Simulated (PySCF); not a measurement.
C₆H₇F.
SMILES: `C#C/C(=C\F)CC`

The closed-shell SCF was solved with PySCF and density fitting under several settings on one GFN2-xTB geometry (grid level 2 and gas phase unless stated).

| settings | basis functions | SCF cycles | E (Eh) | HOMO (eV) | LUMO (eV) | dipole (D) |
| --- | --- | --- | --- | --- | --- | --- |
| PBE0/pcSseg-1 | 154 | 14 | -332.1818 | -6.92 | -0.67 | 1.81 |
| PBE0/def2-SVPD | 199 | 14 | -331.9895 | -6.97 | -0.78 | 1.83 |
| KT3/6-31G, fitting basis def2-qzvpp-jkfit | 77 | 11 | -337.5264 | -5.56 | -1.17 | 1.78 |

Question: Estimate the rows for these settings: (1) PW91/6-31G*; (2) CAM-B3LYP/def2-SVPD, IEF-PCM cyclohexane, damping 0.2 at the start, DIIS from the seventh cycle.

Answer: 
| settings | basis functions | SCF cycles | E (Eh) | HOMO (eV) | LUMO (eV) | dipole (D) |
| --- | --- | --- | --- | --- | --- | --- |
| PW91/6-31G* | 112 | 16 | -332.4518 | -5.41 | -1.16 | 1.43 |
| CAM-B3LYP/def2-SVPD, IEF-PCM cyclohexane, damping 0.2 at the start, DIIS from the seventh cycle | 199 | 14 | -332.2119 | -8.24 | 0.33 | 2.10 |

Question: Over all rows, what range does the HOMO–LUMO gap span?

Answer: From 4.25 eV (PW91/6-31G*) to 8.57 eV (CAM-B3LYP/def2-SVPD, IEF-PCM cyclohexane, damping 0.2 at the start, DIIS from the seventh cycle). The functional of the narrowest has no exact exchange, that of the widest range-separated exact exchange.

Question: And the dipole moment?

Answer: From 1.43 D (PW91/6-31G*) to 2.10 D (CAM-B3LYP/def2-SVPD, IEF-PCM cyclohexane, damping 0.2 at the start, DIIS from the seventh cycle); the largest is 1.47 times the smallest, and the median is 1.81 D.

Question: Compare two rows with the functional PBE0: PBE0/pcSseg-1 and PBE0/def2-SVPD. Which energy is lower, and by how much?

Answer: PBE0/pcSseg-1 (154 functions) lies 0.1923 Eh or 121 kcal/mol below PBE0/def2-SVPD (199 functions). The smaller set gives the lower energy; the two sets aren't nested, so the variational bound doesn't order them by size.

Cycle counts include a coarse-grid stage where the run had one. All basis functions are spherical, in the Pople sets too. KT3 was designed for NMR shieldings or shifts; total energies of different functionals aren't comparable. The species at its GFN2-xTB geometry (one conformer only).

Conformer computed: `[CH:1]#[C:2]/[C:3](=[CH:4]\[F:5])[CH2:6][CH3:7]`: C2–C3–C6–C7 71°.
